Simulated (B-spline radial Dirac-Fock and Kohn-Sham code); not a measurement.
**Elastic scattering of 200 eV electrons by the free copper atom**

Model: relativistic (Dirac) partial waves in the static field of the Dirac-Fock atom with Furness-McCarthy exchange, without polarisation or absorption potentials. Program: an atomic code on a B-spline grid. Below a few hundred eV the neglected polarisation potential matters, most of all at small angles.

Input of the calculation (task.json; shells as n, l, electrons):

```json
{"items": [{
  "Z": 29,
  "q": 0,
  "cfg": [[1, 0, 2], [2, 0, 2], [2, 1, 6], [3, 0, 2], [3, 1, 6], [3, 2, 10], [4, 0, 1]],
  "A": 63,
  "rrms": 3.8823,
  "do": "elastic",
  "energies": [[200, 0]],
  "theta": [0, 1, 2, 3, 5, 7, 10, 15, 20, 25, 30, 40, 50, 60, 70, 80, 90, 100, 110, 120, 130, 140, 150, 160, 170, 180]
}]}
```

Command: `python xray2_run.py task.json out`

```
θ (°)  dσ/dΩ (a₀²/sr)  Sherman function
    0            29.7             0.000
    1            29.5             0.000
    2            28.7             0.000
    3            27.6             0.000
    5            24.2             0.000
    7            20.2             0.000
   10            14.4             0.000
   15            7.56             0.000
   20            4.10             0.000
   25            2.46             0.002
   30            1.65             0.004
   40           0.928             0.011
   50           0.500             0.016
   60           0.168             0.018
   70          0.0275            -0.066
   80           0.125            -0.035
   90           0.348            -0.012
  100           0.498            -0.004
  110           0.447             0.000
  120           0.238             0.001
  130          0.0709            -0.028
  140           0.171            -0.032
  150           0.626            -0.013
  160            1.30            -0.006
  170            1.91            -0.003
  180            2.15             0.000
```

Task: What integrated cross sections go with this distribution?

Result: The total elastic cross section is 10.1 a₀², the first transport cross section 5.43 a₀² and the second, weighted with (3/2) sin²θ, 4.50 a₀². The mean deflection is ⟨1 − cos θ⟩ = 0.536, and 28 % of the collisions scatter beyond 90°.

On this grid of angles the cross section has minima near 70°, 130°, from interference among the few low partial waves with large phase shifts.

Phase shifts modulo π (rad) for κ = −1 to −5: 0.796, -1.190, -0.279, 1.034, 0.460.
